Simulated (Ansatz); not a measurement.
The first iterations of a band of BClFH2N + H2 (8 atoms, charge 0, multiplicity 1).

The calculation used RKS PBE/cc-pVDZ (Ansatz 0.2.0).

```json
{
 "movable images": "7",
 "climbing image": "yes",
 "spring": "5.0 eV/Å²",
 "optimiser": "quadratic models (default)",
 "start path": "through a guess of the saddle point",
 "force threshold": "0.05 eV/Å",
 "iteration limit": "60",
 "end points": "relaxed"
}
```

Initial state:

```xyz
8
Properties=species:S:1:pos:R:3
B 0.069 -0.772 0.167
N -0.014 -0.207 1.446
H -0.893 -0.118 1.952
H 0.814 0.099 1.957
F 1.260 -0.901 -0.455
Cl -1.395 -1.335 -0.683
H -0.623 3.218 1.364
H -0.476 2.470 1.252
```

Final state:

```xyz
8
Properties=species:S:1:pos:R:3
B 0.018 0.359 0.063
N -0.195 0.358 1.704
H -0.445 -0.594 2.019
H 0.660 0.652 2.203
F 1.096 -0.498 -0.146
Cl -1.609 -0.338 -0.552
H 0.181 1.527 -0.265
H -0.965 0.986 1.974
```

| iteration | highest image above the first end (eV) | largest band force component (eV/Å) |
| --- | --- | --- |
| 1 | 3.713 | 9.597 |
| 2 | 2.561 | 2.946 |
| 3 | 2.310 | 5.509 |
| 4 | 1.876 | 2.114 |
| 5 | 1.493 | 1.305 |

Does the band converge within its limit, and where does its top end?

The forces met the threshold. It ended after 15 iterations with the highest image 1.586 eV above the first end. Neighbouring images differ by up to 1.3 eV, so the band resolves the path poorly. A vibrational analysis at the climbing image gives one clearly imaginary mode, 1259i cm⁻¹: a first-order saddle point. The orbitals stay closed-shell, which can raise the energy where a bond breaks towards radicals; this wasn't checked here.

Time of the run: 4 min on 1 thread of Arm Neoverse V1, on a shared host, peak memory 0.12 GiB.
